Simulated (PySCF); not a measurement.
C₃H₅NOSi, SMILES C=C[SiH2]OC#N.

Coordinates come from a PBE-D3(BJ)/def2-SVP optimisation. This is a generated structure with no PubChem entry under its InChIKey; it may be hypothetical. One conformer was computed; it need not be the lowest.

These are TDA-PBE/def2-SVPD (PySCF 2.14.0) values and carry that method's errors.

Vertical excitations.  State labels are in the subgroup Cs.

| state | symmetry | energy (eV) | λ (nm) | f | main pairs |
|---|---|---|---|---|---|
| S1 | A' | 4.84 | 256 | 0.002 | HOMO→LUMO 100 % |
| S2 | A" | 5.14 | 241 | 0.000 | HOMO−1→LUMO 100 % |
| S3 | A" | 5.61 | 221 | 0.002 | HOMO→LUMO+1 100 % |
| S4 | A' | 5.95 | 208 | 0.010 | HOMO−1→LUMO+1 99 % |
| S5 | A" | 6.00 | 207 | 0.000 | HOMO−2→LUMO+1 100 % |
| S6 | A" | 6.08 | 204 | 0.000 | HOMO−3→LUMO 95 % |
| S7 | A" | 6.51 | 191 | 0.003 | HOMO−4→LUMO 93 % |
| S8 | A" | 6.77 | 183 | 0.007 | HOMO→LUMO+2 99 % |
| S9 | A' | 6.81 | 182 | 0.084 | HOMO−3→LUMO+1 73 %, HOMO−5→LUMO 13 %, HOMO−2→LUMO 12 % |
| S10 | A' | 6.85 | 181 | 0.106 | HOMO−5→LUMO 33 %, HOMO−3→LUMO+1 25 %, HOMO−2→LUMO 23 %, HOMO−4→LUMO+1 16 % |
| T1 | A' | 4.22 | 294 | 0 | HOMO−2→LUMO 97 % |
| T2 | A' | 4.81 | 258 | 0 | HOMO→LUMO 99 % |
| T3 | A" | 5.13 | 242 | 0 | HOMO−1→LUMO 100 % |
| T4 | A" | 5.42 | 229 | 0 | HOMO→LUMO+1 100 % |
Triplets are in the Tamm–Dancoff approximation.
